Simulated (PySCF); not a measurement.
# HfH4 at several levels of theory

All levels use the PBE0 minimum (singlet; Hf–H 1.847 Å (×4); H–Hf–H 109.5° (×6)), basis [Hf def2-TZVP with ECP60, H def2-TZVP], scalar-relativistic core potentials, density fitting, no spin–orbit coupling, PySCF. For vertical energies the ionised species is a doublet (spins chosen at PBE0 and kept) and the electron-attached one a doublet. Atomisation goes to high-spin ground-configuration atoms, without zero-point energy. Open shells are unrestricted, also as the reference of the correlated levels. A dash marks a value that was not computed or is not defined at that level.

```
  level  atomisation (kJ/mol)  vertical IP (eV)  vertical EA (eV)  −ε(HOMO) (eV)  gap (eV)
CCSD(T)                     ?                 ?                 ?              –         –
     HF                     ?                 ?                 ?              ?         ?
    MP2                  1146             11.12             -0.19              –         –
   PBE0                  1196             10.65              0.17           8.45      6.40
    PBE                  1200             10.27              0.13           7.12      4.05
  B3LYP                  1229             10.67              0.15           8.27      5.93
 r2SCAN                  1231             10.49              0.17           7.48      4.67
  wB97X                  1231             11.11              0.15          11.02     11.07
```

(1) Fill in the row of CCSD(T).

(2) Fill in the row of HF.

## Answers

(1) atomisation (kJ/mol) 1188, vertical IP (eV) 10.95, vertical EA (eV) -0.17.

(2) atomisation (kJ/mol) 965, vertical IP (eV) 10.96, vertical EA (eV) -0.51, −ε(HOMO) (eV) 11.76, gap (eV) 13.34.

For HfH₄ itself CCSD(T) correlates 16 electrons; T1 = 0.014, D1 = 0.028, (T) = -18 kJ/mol.

Without diffuse functions attachment energies tend to come out too low.

Stability towards spin polarisation was not tested. Spin–orbit coupling, left out here, can matter for elements this heavy.
